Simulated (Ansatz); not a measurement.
CH9BGeSi, SMILES `[BH2][GeH2][CH2][SiH3]`, relaxed with RKS PBE0-D4/def2-TZVP in the Gaussian-basis code of Ansatz from a PBE-D4/def2-SVP geometry. The force threshold is 0.005 eV/Å; the program also tests the step.

Total charge 0; spin multiplicity 1.

Start:

```xyz
13

B     0.404   -1.811    1.450
Ge   -1.047   -0.662    0.541
C    -0.432    1.132   -0.035
Si    0.874    1.071   -1.398
H     1.500   -1.363    1.732
H     0.166   -2.969    1.738
H    -1.645   -1.403   -0.694
H    -2.233   -0.490    1.544
H    -0.015    1.653    0.852
H    -1.307    1.721   -0.383
H     0.303    0.442   -2.642
H     1.382    2.445   -1.751
H     2.049    0.236   -0.955
```

Q: How much energy does the relaxation release, and in how many steps? (Estimate.)

A: The calculation gave: 4.09 kJ/mol, in 17 steps, 2 of them rejected.

Q: Which bonds change most? (Best estimate.)

A: Ansatz gave: C3–Si4 from 1.889 to 1.866 Å; B1–H6 from 1.217 to 1.195 Å; B1–H5 from 1.217 to 1.195 Å; Si4–H12 from 1.507 to 1.489 Å.

Q: Give the relaxed structure. (An estimate is asked.)

A: The calculation gave: 
```xyz
13

B     0.422   -1.765    1.428
Ge   -1.054   -0.651    0.525
C    -0.432    1.128   -0.039
Si    0.856    1.030   -1.384
H     1.375   -1.238    1.920
H     0.330   -2.953    1.513
H    -1.672   -1.370   -0.693
H    -2.193   -0.481    1.560
H    -0.012    1.629    0.838
H    -1.287    1.718   -0.379
H     0.264    0.456   -2.623
H     1.435    2.362   -1.713
H     1.968    0.135   -0.953
```
